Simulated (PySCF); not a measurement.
A structure optimised at PBE-D3(BJ)/def2-SVP, used in a PySCF frequency run:

```xyz
12

C     -1.8811    -1.2283     0.1340
Si    -0.8043     0.1395    -0.5566
N     -1.4393     1.6783    -0.0679
N      0.8296    -0.1753    -0.0026
C      1.9714    -0.2923     0.3754
O      3.0893    -0.4149     0.7496
H     -1.9022    -1.1878     1.2425
H     -1.4872    -2.2221    -0.1581
H     -2.9206    -1.1345    -0.2384
H     -0.7345     0.1492    -2.0539
H     -1.0436     2.5267    -0.4815
H     -1.6406     1.8359     0.9235
```
Charge 0, spin multiplicity 1.

Task: Write its SMILES and formula.

Result: C[Si@@H](N)N=C=O, C₂H₆N₂OSi

Task: What are its rotational constants (standard atomic weights)?

Result: 5.5750, 1.4515, 1.2402 GHz
